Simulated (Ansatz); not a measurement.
Input for Ansatz (an electronic-structure program): R-CCSD(T)/cc-pVDZ on H4N (SMILES [NH4+]). Charge +1.

Ansatz 0.2 input:
```yaml
crystal:
  periodic: [false, false, false]
  atoms:
    - {symbol: N, position_ang: [0.00000000, -0.00000000, 0.00000000]}
    - {symbol: H, position_ang: [-0.66756720, -0.25098980, -0.73625933]}
    - {symbol: H, position_ang: [0.12117146, 1.01768344, 0.01890859]}
    - {symbol: H, position_ang: [-0.35583189, -0.31863790, 0.90695821]}
    - {symbol: H, position_ang: [0.90222763, -0.44805574, -0.18960747]}
basis:
  gaussian:
    orbitals: cc-pVDZ
total_charge: 1
magnetization: {spin_polarized: false}
correlation: {method: ccsd_t, electrons: outside_noble_gas}
accuracy: high
relax: {f_tol: 0.0005, max_steps: 60}
scf: {lower_state_search: off}
output: {forces: true}
```

Program output:

```
WARN ansatz: RAYON_NUM_THREADS=2 ignored (pool sized by the plan → 2); use --threads N
Functional definition: HF
these checks for a lower state are left out or cut short: starts, cluster_reference, orbital_swaps, neighbouring_geometries, increment
integrals: 0.01 GiB planned
790 factors; integrals over basis functions are off by at most 1.5e-9 eV
mean field: 0.06 GiB planned
mean field evaluation 1: about -1534.8919 eV, gradient 4.5e1 eV
mean field evaluation 2: about -1534.8910 eV, gradient 4.5e1 eV
mean field evaluation 4: about -1538.6542 eV, gradient 1.7e0 eV
mean field evaluation 8: about -1538.6659 eV, gradient 1.3e-6 eV
mean field -1538.66590896 eV, -56.5449292089 hartree, gradient 6.1e-9 eV, S^2 0.000000; 0 other end points of the search recorded, 0 dependent functions left out
1 core orbitals not correlated
reference -1538.66590896 eV, -56.5449292089 hartree; 4, 4 occupied and 29, 29 virtual orbitals, 790 factors
densities: 0.09 GiB planned
second order -5.05278357 eV of doubles, -0.00000000 eV of singles
coupled cluster: 0.08 GiB planned
cycle   1  -5.40549590 eV  change   -3.5e-1 eV  update   3.5e-2
cycle   2  -5.53706414 eV  change   -1.3e-1 eV  update   1.1e-2
cycle   3  -5.54790553 eV  change   -1.1e-2 eV  update   2.7e-3
cycle   4  -5.54897406 eV  change   -1.1e-3 eV  update   6.1e-4
cycle   5  -5.54903883 eV  change   -6.5e-5 eV  update   1.1e-4
cycle   6  -5.54906741 eV  change   -2.9e-5 eV  update   1.8e-5
cycle   7  -5.54907138 eV  change   -4.0e-6 eV  update   3.3e-6
cycle   8  -5.54907017 eV  change    1.2e-6 eV  update   6.8e-7
cycle   9  -5.54907029 eV  change   -1.1e-7 eV  update   1.3e-7
cycle  10  -5.54907030 eV  change   -6.3e-9 eV  update   3.0e-8
cycle  11  -5.54907029 eV  change    3.1e-9 eV  update   1.3e-8
cycle  12  -5.54907031 eV  change   -1.4e-8 eV  update   8.4e-9
cycle  13  -5.54907017 eV  change    1.3e-7 eV  update   5.8e-8
cycle  14  -5.54907015 eV  change    2.3e-8 eV  update   1.4e-8
cycle  15  -5.54907016 eV  change   -3.6e-9 eV  update   2.7e-9
cycle  16  -5.54907016 eV  change  -8.3e-10 eV  update  5.6e-10
cycle  17  -5.54907016 eV  change  -2.1e-10 eV  update  1.4e-10
perturbative correction -0.10007148 eV, -0.0036775590 hartree
the calculation of the forces begins
relax step   1: F+E_penalty+E_count = -1544.31505059 eV  Δ(F+E_penalty+E_count) = +0.000e0 eV  max|allowed force component| = 2.815e-1 eV/Å  Δτ_max = 0.0000 Å  (33 SCF iters, accepted)
these checks for a lower state are left out or cut short: starts, cluster_reference, orbital_swaps, neighbouring_geometries, increment
integrals: 0.01 GiB planned
790 factors; integrals over basis functions are off by at most 1.4e-9 eV
mean field: 0.06 GiB planned
mean field evaluation 16: about -1538.6555 eV, gradient 3.5e-4 eV
mean field -1538.65509322 eV, -56.5445317379 hartree, gradient 2.1e-8 eV, S^2 0.000000; 0 other end points of the search recorded, 0 dependent functions left out
1 core orbitals not correlated
reference -1538.65509322 eV, -56.5445317379 hartree; 4, 4 occupied and 29, 29 virtual orbitals, 790 factors
densities: 0.09 GiB planned
second order -5.06545305 eV of doubles, -0.00000000 eV of singles
coupled cluster: 0.08 GiB planned
cycle   1  -5.41719647 eV  change   -3.5e-1 eV  update   3.6e-2
cycle   2  -5.55016646 eV  change   -1.3e-1 eV  update   1.2e-2
cycle   3  -5.56133814 eV  change   -1.1e-2 eV  update   2.7e-3
cycle   4  -5.56244341 eV  change   -1.1e-3 eV  update   6.3e-4
cycle   5  -5.56251098 eV  change   -6.8e-5 eV  update   1.1e-4
cycle   6  -5.56254053 eV  change   -3.0e-5 eV  update   1.9e-5
cycle   7  -5.56254468 eV  change   -4.1e-6 eV  update   3.4e-6
cycle   8  -5.56254352 eV  change    1.2e-6 eV  update   7.0e-7
cycle   9  -5.56254357 eV  change   -5.9e-8 eV  update   1.4e-7
cycle  10  -5.56254366 eV  change   -8.4e-8 eV  update   3.3e-8
cycle  11  -5.56254365 eV  change    1.1e-8 eV  update   1.4e-8
cycle  12  -5.56254364 eV  change    2.7e-9 eV  update   8.0e-9
cycle  13  -5.56254320 eV  change    4.4e-7 eV  update   5.4e-8
cycle  14  -5.56254316 eV  change    3.9e-8 eV  update   1.4e-8
cycle  15  -5.56254316 eV  change    7.7e-9 eV  update   3.0e-9
cycle  16  -5.56254316 eV  change   2.4e-10 eV  update  9.0e-10
perturbative correction -0.10089581 eV, -0.0037078525 hartree
the calculation of the forces begins
relax step   2: F+E_penalty+E_count = -1544.31853218 eV  Δ(F+E_penalty+E_count) = -3.482e-3 eV  max|allowed force component| = 6.581e-2 eV/Å  Δτ_max = 0.0050 Å  (33 SCF iters, accepted)
these checks for a lower state are left out or cut short: starts, cluster_reference, orbital_swaps, neighbouring_geometries, increment
integrals: 0.01 GiB planned
790 factors; integrals over basis functions are off by at most 1.4e-9 eV
mean field: 0.06 GiB planned
mean field evaluation 32: about -1538.6509 eV, gradient 2.1e-8 eV
mean field -1538.65089884 eV, -56.5443775974 hartree, gradient 2.1e-8 eV, S^2 0.000000; 0 other end points of the search recorded, 0 dependent functions left out
1 core orbitals not correlated
reference -1538.65089884 eV, -56.5443775974 hartree; 4, 4 occupied and 29, 29 virtual orbitals, 790 factors
densities: 0.09 GiB planned
second order -5.06935538 eV of doubles, -0.00000000 eV of singles
coupled cluster: 0.08 GiB planned
cycle   1  -5.42079037 eV  change   -3.5e-1 eV  update   3.6e-2
cycle   2  -5.55419505 eV  change   -1.3e-1 eV  update   1.2e-2
cycle   3  -5.56546993 eV  change   -1.1e-2 eV  update   2.8e-3
cycle   4  -5.56658753 eV  change   -1.1e-3 eV  update   6.3e-4
cycle   5  -5.56665537 eV  change   -6.8e-5 eV  update   1.1e-4
cycle   6  -5.56668532 eV  change   -3.0e-5 eV  update   1.9e-5
cycle   7  -5.56668941 eV  change   -4.1e-6 eV  update   3.5e-6
cycle   8  -5.56668839 eV  change    1.0e-6 eV  update   7.2e-7
cycle   9  -5.56668832 eV  change    7.1e-8 eV  update   1.4e-7
cycle  10  -5.56668831 eV  change    3.4e-9 eV  update   3.5e-8
cycle  11  -5.56668834 eV  change   -3.0e-8 eV  update   1.4e-8
cycle  12  -5.56668834 eV  change    2.6e-9 eV  update   1.1e-8
cycle  13  -5.56668786 eV  change    4.8e-7 eV  update   5.8e-8
cycle  14  -5.56668784 eV  change    2.8e-8 eV  update   1.2e-8
cycle  15  -5.56668783 eV  change    9.8e-9 eV  update   2.8e-9
cycle  16  -5.56668783 eV  change   6.2e-10 eV  update  7.1e-10
perturbative correction -0.10115125 eV, -0.0037172397 hartree
the calculation of the forces begins
relax step   3: F+E_penalty+E_count = -1544.31873791 eV  Δ(F+E_penalty+E_count) = -2.057e-4 eV  max|allowed force component| = 8.736e-4 eV/Å  Δτ_max = 0.0015 Å  (33 SCF iters, accepted)
these checks for a lower state are left out or cut short: starts, cluster_reference, orbital_swaps, neighbouring_geometries, increment
integrals: 0.01 GiB planned
790 factors; integrals over basis functions are off by at most 1.4e-9 eV
mean field: 0.06 GiB planned
mean field -1538.65083952 eV, -56.5443754175 hartree, gradient 5.3e-9 eV, S^2 0.000000; 0 other end points of the search recorded, 0 dependent functions left out
1 core orbitals not correlated
reference -1538.65083952 eV, -56.5443754175 hartree; 4, 4 occupied and 29, 29 virtual orbitals, 790 factors
densities: 0.09 GiB planned
second order -5.06940803 eV of doubles, -0.00000000 eV of singles
coupled cluster: 0.08 GiB planned
cycle   1  -5.42083895 eV  change   -3.5e-1 eV  update   3.6e-2
cycle   2  -5.55424946 eV  change   -1.3e-1 eV  update   1.2e-2
cycle   3  -5.56552601 eV  change   -1.1e-2 eV  update   2.8e-3
cycle   4  -5.56664287 eV  change   -1.1e-3 eV  update   6.3e-4
cycle   5  -5.56671130 eV  change   -6.8e-5 eV  update   1.1e-4
cycle   6  -5.56674121 eV  change   -3.0e-5 eV  update   1.9e-5
cycle   7  -5.56674512 eV  change   -3.9e-6 eV  update   3.5e-6
cycle   8  -5.56674390 eV  change    1.2e-6 eV  update   7.2e-7
cycle   9  -5.56674412 eV  change   -2.1e-7 eV  update   1.4e-7
cycle  10  -5.56674410 eV  change    2.0e-8 eV  update   3.0e-8
cycle  11  -5.56674412 eV  change   -2.1e-8 eV  update   1.4e-8
cycle  12  -5.56674411 eV  change    5.4e-9 eV  update   9.3e-9
cycle  13  -5.56674378 eV  change    3.3e-7 eV  update   5.5e-8
cycle  14  -5.56674374 eV  change    4.2e-8 eV  update   1.2e-8
cycle  15  -5.56674373 eV  change    8.0e-9 eV  update   2.9e-9
cycle  16  -5.56674373 eV  change   9.6e-10 eV  update  7.3e-10
cycle  17  -5.56674373 eV  change   2.0e-10 eV  update  2.7e-10
perturbative correction -0.10115470 eV, -0.0037173666 hartree
the calculation of the forces begins
relax step   4: F+E_penalty+E_count = -1544.31873795 eV  Δ(F+E_penalty+E_count) = -3.634e-8 eV  max|allowed force component| = 2.336e-6 eV/Å  Δτ_max = 0.0000 Å  (26 SCF iters, accepted)
Total energy: -1544.31873795 eV, -56.7526668429 hartree
Atom 0 at     0.000000     0.000000    -0.000000 Å, force     0.000000    -0.000000     0.000000 eV/Å
Atom 1 at    -0.671831    -0.252593    -0.740962 Å, force    -0.000002    -0.000001    -0.000002 eV/Å
Atom 2 at     0.121945     1.024183     0.019029 Å, force     0.000000     0.000002     0.000000 eV/Å
Atom 3 at    -0.358105    -0.320673     0.912751 Å, force    -0.000001    -0.000001     0.000002 eV/Å
Atom 4 at     0.907990    -0.450917    -0.190818 Å, force     0.000002    -0.000001    -0.000000 eV/Å
Dipole moment:     0.000000    -0.000000     0.000000 e Å
Checks for a lower state left out: starts, cluster_reference, orbital_swaps, neighbouring_geometries, increment
```

Self-consistency was reached.

Cost: around 7 core-seconds (rough).
